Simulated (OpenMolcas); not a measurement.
# O III: effect of the basis set

```
Program             : OpenMolcas
Method              : RASSCF
Active space        : 4 electrons in 9 orbitals (RAS2 2s 2p; RAS3 3d, at most 2 electrons)
State averaging     : 2S+1 = 3 even, 6 roots; 2S+1 = 1 even, 11 roots; 2S+1 = 5 odd, 1 root; 2S+1 = 3 odd, 9 roots; 2S+1 = 1 odd, 8 roots
Spin-orbit coupling : state interaction with AMFI integrals over the reference wave functions, term energies averaged over their components
```

A. ANO-RCC-VTZP [4s3p2d1f], DKH2, point nucleus; cost of the order of 25 core-seconds
B. ANO-R2 [4s4p2d1f], X2C, finite nucleus; cost roughly 30 core-seconds
C. ANO-RCC-VQZP [5s4p3d2f1g], DKH2, point nucleus; cost roughly 40 core-seconds
D. ANO-RCC [8s7p4d3f2g], DKH2, point nucleus; cost roughly 29 core-seconds

Energies in cm⁻¹ above 2s² 2p² ³P₀, the measured ground level; measured values from Moore, Selected Tables of Atomic Spectra, NSRDS-NBS 3, section 11.

```tsv
Level	A	B	C	D	Measured
2s² 2p² ³P₀	0.0	0.0	0.0	0.0	0.0
2s² 2p² ³P₁	105	102	103	104	113
2s² 2p² ³P₂	311	302	303	307	
2s² 2p² ¹D₂	22214	22314	22351	22327	20273
2s² 2p² ¹S₀	46446	46589	46670	46621	43186
2s 2p³ ⁵S°₂	56889	56428	56371	56375	60325
2s 2p³ ³D°₁	121761	121698	121745	121691	
2s 2p³ ³D°₂	121761	121699	121745	121691	
2s 2p³ ³D°₃	121763	121701	121747	121694	
2s 2p³ ³P°₀	146495	146545	146640	146557	
2s 2p³ ³P°₁	146496	146545	146640	146557	
2s 2p³ ³P°₂	146497	146546	146641	146558	
2s 2p³ ¹D°₂	192393	192520	192716	192580	187054
2s 2p³ ³S°₁	202287	202531	202747	202619	197088
2s 2p³ ¹P°₁	219195	219376	219617	219451	210462
```

Deviations, from unrounded energies. A percentage is the sum of absolute deviations over the sum of measured energies, with the sign that they share, or ± where signs differ.

| Against measurement | Levels | A | B | C | D |
| --- | --- | --- | --- | --- | --- |
| mean absolute deviation (cm-1) | 7 | 4000 | 4200 | 4300 | 4200 |
| fine structure of the ground term (%) | 1 | -7.0 | -9.7 | -9.3 | -8.3 |
| other terms of the ground configuration (%) | 2 | +8.2 | +8.6 | +8.8 | +8.6 |
| other configurations (%) | 4 | ±3.5 | ±3.6 | ±3.7 | ±3.7 |

A, B lie about equally close to measurement and C furthest from it. The largest miss of A in the table is 2s 2p³ ¹P°₁, by +8700 cm-1. The ranking rests on the paired levels alone, and a cruder setting can come out closer through cancelling errors.

Among A to D the level of the table that moves most is 2s 2p³ ⁵S°₂, by 520 cm-1 (lowest in C, highest in A).

Active for correlation alone: 3d; no level in the range computed is led by a configuration that fills it, so any true level of that kind is missing. Computed and measured levels are paired by configuration, term and J; levels that our copy of the source lacks, or whose pairing is in doubt (as where it misses far off the trend of its configuration), stay unpaired and out of the deviations. Only configurations of the active space appear. Levels that lie high or do not pair safely by name in every column are left out.

° marks odd parity.
